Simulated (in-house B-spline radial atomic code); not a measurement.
The numbers below are computed, except where a source is named.
# C6 from the polarisability at imaginary frequency: S V (S4+)

CAM-B3LYP linear response of the closed shell [Ne] 3s2, from a B-spline radial code for spherical atoms; scalar-relativistic (spin-free one-electron X2C), finite nucleus, no spin-orbit coupling.

The dispersion coefficient of two like species is C6 = (3/π) ∫ α(iu)² du from 0 to ∞.

```csv
u (hartree),α(iu) (bohr³)
0,4.146
0.335,3.157
0.783,1.574
1.34,0.7696
2.24,0.3644
3.35,0.2085
5.03,0.1239
7.83,0.07157
11.2,0.0447
16.8,0.02478
28,0.0108
55.9,0.00314
```

**Question.** Fit one oscillator, α(iu) = α(0)/(1 + u²/ω²), through u = 0.783 and estimate C6.

**Answer.** From α(0)/α(iu) − 1 = 4.146/1.574 − 1 = 1.6341, ω = u/√1.6341 = 0.6125 hartree (16.7 eV). London's formula gives C6 = (3/4) α(0)² ω = 0.75 × 4.146² × 0.6125 = 7.897 hartree·bohr⁶, and the oscillator holds f = α(0) ω² = 1.56 electrons, of a sum of oscillator strengths of 12.0.

**Question.** How does that compare with the full integral?

**Answer.** The program's quadrature over all excitations gives C6 = 8.001, so the single oscillator is off by -1.3 %. At the last point the fit gives α = 0.000498 against 0.00314: higher excitations, and deeper shells where there are any, keep the true curve higher at large u.
